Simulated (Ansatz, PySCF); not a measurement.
Here is a job for PySCF.
```python
from pyscf import gto, scf, dft

mol = gto.Mole()
mol.atom = '''
    O     1.659439   -0.419960    0.207702
    C     0.573210   -0.153691    0.083292
    S    -0.955463    0.293953   -0.189388
    H    -1.427361   -0.421429    0.868846
'''
mol.basis = 'def2-svpd'
mol.charge = 1
mol.spin = 0
mol.verbose = 4
mol.build()

mf = dft.RKS(mol)
mf.xc = 'blyp'
mf.grids.atom_grid = (99, 590)
mf.grids.prune = None
mf.kernel()
```

Question: Convert this to an input for Ansatz (a quantum-chemistry and plane-wave program).

Answer: One answer among several that fit: 
Ansatz 0.2 input:
```yaml
crystal:
  periodic: [false, false, false]
  atoms:
    - {symbol: O, position_ang: [1.65943916, -0.41995957, 0.20770173]}
    - {symbol: C, position_ang: [0.57320951, -0.15369142, 0.08329200]}
    - {symbol: S, position_ang: [-0.95546310, 0.29395335, -0.18938823]}
    - {symbol: H, position_ang: [-1.42736083, -0.42142851, 0.86884578]}
basis:
  gaussian:
    orbitals: def2-SVPD
hamiltonian:
  xc: blyp
total_charge: 1
accuracy: high
```

Both were run: PySCF gave -511.568261 Eh and Ansatz -511.568261 Eh, 0.000 mEh apart.
